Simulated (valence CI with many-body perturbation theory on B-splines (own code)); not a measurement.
**E1 transitions of La24+**

Method: relativistic CI+MBPT: five valence electrons over a frozen Dirac-Fock core [Ar] 3d10, radial functions for each j: 9 s, 9 p, 8 d, 6 f, 3 g, 1 h, with the one-electron correlation potential Σ1 (screened to all orders), the two-electron term Σ2, the three-electron term Σ3, Breit, model QED; selected single and double excitations, second order for the rest (own B-spline code, finite nucleus).

No measured spectrum was set against this ion. As an estimate, levels hold to about 250 cm⁻¹ or 0.2 % of their energy and the worst to 1 %, as in measured heavy ions of charge 2 to 7; those with d or f electrons hold less well. Among the levels kept, up to 280 cm⁻¹ of a level comes from second order outside the variational space, and about a tenth of that is noise between levels of different J, which matters for small intervals.

Lines 1 to 50 of 185 in falling wavelength, among levels below 1413000 cm⁻¹, chosen from the strongest by gf and those to the six lowest levels. Wavelengths and rates use the calculated energies, so an error of 2000 cm⁻¹ moves a line at 42.65 nm by 0.85 % and its rate by three times that or more. Electric multipoles are in the length gauge, E1 and E2 with the static RPA response of the core. Weak lines are less certain than strong ones. Lines between different terms over intervals too small for the method are left out, as are lines whose strength nearly cancels. The highest levels of a list are the least certain.

Levels are named by their leading jj configuration (3d3/2^4 stands for four electrons in 3d with j = 3/2), which in mixed levels can hold well under half, so a name can repeat and another be missing. Letters in brackets count levels of one name in rising energy.

```tsv
λ vac (nm)	Upper	Lower	A (s⁻¹)	S (a.u.)
42.65	(4s 4p1/2^2 4p3/2^2) J=5/2	(4s^2 4p3/2^3) J=3/2	4.62e+06	1.06e-03
32.85	(4s 4p1/2^2 4p3/2^2) J=3/2	(4s^2 4p3/2^3) J=3/2	1.46e+08	1.02e-02
31.99	(4s 4p1/2^2 4p3/2^2) J=1/2	(4s^2 4p3/2^3) J=3/2	8.26e+07	2.67e-03
31.72	(4s 4p1/2^2 4p3/2 4d3/2) J=5/2	(4s^2 4p1/2 4p3/2 4d3/2) J=3/2 [b]	2.37e+08	2.24e-02
31.11	(4s 4p1/2^2 4p3/2 4d3/2) J=3/2 [a]	(4s^2 4p1/2 4p3/2 4d3/2) J=1/2 [b]	1.42e+08	8.41e-03
30.31	(4s 4p1/2^2 4p3/2 4d3/2) J=7/2	(4s^2 4p1/2 4p3/2 4d3/2) J=5/2 [b]	4.51e+08	4.96e-02
30.27	(4p1/2^2 4p3/2^3) J=3/2	(4s^2 4p1/2 4p3/2 4d5/2) J=3/2 [a]	2.45e+08	1.34e-02
28.59	(4s 4p1/2^2 4p3/2 4d3/2) J=5/2	(4s^2 4p1/2 4p3/2 4d5/2) J=3/2 [a]	1.08e+08	7.50e-03
27.34	(4s 4p1/2^2 4p3/2 4d3/2) J=7/2	(4s^2 4p1/2 4p3/2 4d5/2) J=5/2 [a]	3.79e+08	3.06e-02
26.42	(4s 4p1/2^2 4p3/2 4d3/2) J=7/2	(4s^2 4p1/2 4p3/2 4d5/2) J=9/2	1.02e+08	7.39e-03
26.03	(4p1/2^2 4p3/2^3) J=3/2	(4s^2 4p1/2 4p3/2 4d3/2) J=3/2 [a]	3.30e+08	1.15e-02
25.10	(4s^2 4p1/2^2 4d3/2) J=3/2	(4s^2 4p3/2^3) J=3/2	1.90e+08	5.93e-03
24.83	(4s 4p1/2^2 4p3/2 4d5/2) J=9/2	(4s^2 4p1/2 4p3/2 4d5/2) J=9/2	1.37e+09	1.03e-01
24.79	(4s 4p1/2^2 4p3/2 4d3/2) J=1/2	(4s^2 4p1/2 4p3/2 4d3/2) J=3/2 [a]	5.84e+08	8.79e-03
24.77	(4s 4p1/2^2 4p3/2 4d3/2) J=5/2	(4s^2 4p1/2 4p3/2 4d3/2) J=3/2 [a]	4.69e+08	2.11e-02
24.75	(4s 4p1/2^2 4p3/2 4d3/2) J=3/2 [b]	(4s^2 4p1/2 4p3/2 4d5/2) J=3/2 [a]	5.99e+08	1.79e-02
24.49	(4s 4p1/2^2 4p3/2 4d3/2) J=3/2 [a]	(4s^2 4p1/2 4p3/2 4d3/2) J=3/2 [a]	1.51e+09	4.37e-02
24.21	(4s 4p1/2^2 4p3/2 4d3/2) J=5/2	(4s^2 4p1/2 4p3/2 4d3/2) J=7/2	4.61e+08	1.94e-02
24.19	(4s 4p1/2^2 4p3/2 4d3/2) J=3/2 [b]	(4s^2 4p1/2 4p3/2 4d5/2) J=5/2 [a]	7.63e+08	2.13e-02
23.87	(4s 4p1/2^2 4p3/2 4d3/2) J=1/2	(4s^2 4p1/2 4p3/2 4d3/2) J=1/2 [a]	1.94e+09	2.60e-02
23.82	(4s 4p1/2^2 4p3/2 4d3/2) J=7/2	(4s^2 4p1/2 4p3/2 4d3/2) J=7/2	1.61e+09	8.60e-02
23.59	(4s 4p1/2^2 4p3/2 4d3/2) J=3/2 [a]	(4s^2 4p1/2 4p3/2 4d3/2) J=1/2 [a]	3.91e+08	1.01e-02
23.51	(4s 4p1/2 4p3/2^3) J=3/2 [a]	(4s^2 4p3/2^3) J=3/2	1.21e+07	3.12e-04
23.45	(4s 4p1/2^2 4p3/2^2) J=5/2	(4s^2 4p1/2 4p3/2^2) J=5/2	1.94e+09	7.43e-02
23.20	(4s 4p1/2^2 4p3/2 4d5/2) J=9/2	(4s^2 4p1/2 4p3/2 4d5/2) J=7/2 [a]	2.52e+09	1.56e-01
23.03	(4s 4p1/2^2 4p3/2 4d3/2) J=5/2	(4s^2 4p1/2 4p3/2 4d3/2) J=5/2 [a]	1.68e+09	6.07e-02
22.78	(4s 4p1/2^2 4p3/2 4d3/2) J=3/2 [a]	(4s^2 4p1/2 4p3/2 4d3/2) J=5/2 [a]	7.96e+08	1.86e-02
22.68	(4s 4p1/2^2 4p3/2 4d3/2) J=7/2	(4s^2 4p1/2 4p3/2 4d3/2) J=5/2 [a]	4.11e+08	1.89e-02
22.52	(4s 4p1/2^2 4p3/2 4d5/2) J=9/2	(4s^2 4p1/2 4p3/2 4d3/2) J=7/2	1.74e+08	9.79e-03
22.24	(4s 4p1/2 4p3/2^3) J=5/2	(4s^2 4p3/2^3) J=3/2	3.34e+09	1.09e-01
21.99	(4s 4p1/2^2 4p3/2^2) J=5/2	(4s^2 4p1/2 4p3/2^2) J=3/2	3.96e+09	1.25e-01
21.81	(4p1/2^2 4p3/2^3) J=3/2	(4s 4p1/2 4p3/2^3) J=3/2 [b]	6.93e+09	1.42e-01
21.75	(4s 4p1/2^2 4p3/2^2) J=3/2	(4s^2 4p1/2 4p3/2^2) J=1/2	3.19e+07	6.48e-04
21.70	(4s^2 4p1/2^2 4d5/2) J=5/2	(4s^2 4p3/2^3) J=3/2	6.53e+08	1.98e-02
21.40	(4p1/2^2 4p3/2^3) J=3/2	(4s 4p1/2 4p3/2^3) J=1/2	3.93e+09	7.61e-02
21.37	(4s 4p1/2^2 4p3/2^2) J=1/2	(4s^2 4p1/2 4p3/2^2) J=1/2	6.16e+09	5.93e-02
20.92	(4s 4p1/2^2 4p3/2 4d3/2) J=5/2	(4s 4p1/2 4p3/2^3) J=3/2 [b]	2.56e+08	6.94e-03
20.56	(4s 4p1/2^2 4p3/2 4d3/2) J=1/2	(4s 4p1/2 4p3/2^3) J=1/2	4.07e+08	3.49e-03
20.47	(4s 4p1/2^2 4p3/2 4d3/2) J=3/2 [b]	(4s^2 4p1/2 4p3/2 4d3/2) J=5/2 [a]	2.80e+09	4.73e-02
20.30	(4s 4p1/2 4p3/2^3) J=1/2	(4s^2 4p3/2^3) J=3/2	2.47e+09	2.04e-02
20.15	(4s 4p1/2^2 4p3/2^2) J=3/2	(4s^2 4p1/2 4p3/2^2) J=5/2	5.05e+09	8.16e-02
20.04	(4p1/2^2 4p3/2^3) J=3/2	(4s^2 4p1/2^2 4d5/2) J=5/2	1.60e+09	2.54e-02
19.95	(4s 4p1/2 4p3/2^3) J=3/2 [b]	(4s^2 4p3/2^3) J=3/2	3.32e+09	5.20e-02
19.60	(4p1/2^2 4p3/2^3) J=3/2	(4s 4p1/2 4p3/2^3) J=5/2	1.37e+10	2.03e-01
19.28	(4s 4p1/2^2 4p3/2 4d3/2) J=5/2	(4s^2 4p1/2^2 4d5/2) J=5/2	4.61e+08	9.78e-03
19.11	(4s 4p1/2^2 4p3/2 4d3/2) J=3/2 [a]	(4s^2 4p1/2^2 4d5/2) J=5/2	8.12e+08	1.12e-02
19.06	(4s 4p1/2^2 4p3/2^2) J=3/2	(4s^2 4p1/2 4p3/2^2) J=3/2	1.61e+09	2.20e-02
19.04	(4s 4p1/2^2 4p3/2 4d3/2) J=7/2	(4s^2 4p1/2^2 4d5/2) J=5/2	5.75e+08	1.57e-02
18.88	(4s 4p1/2^2 4p3/2 4d3/2) J=5/2	(4s 4p1/2 4p3/2^3) J=5/2	3.40e+08	6.77e-03
18.77	(4s 4p1/2^2 4p3/2^2) J=1/2	(4s^2 4p1/2 4p3/2^2) J=3/2	2.74e+08	1.79e-03
```
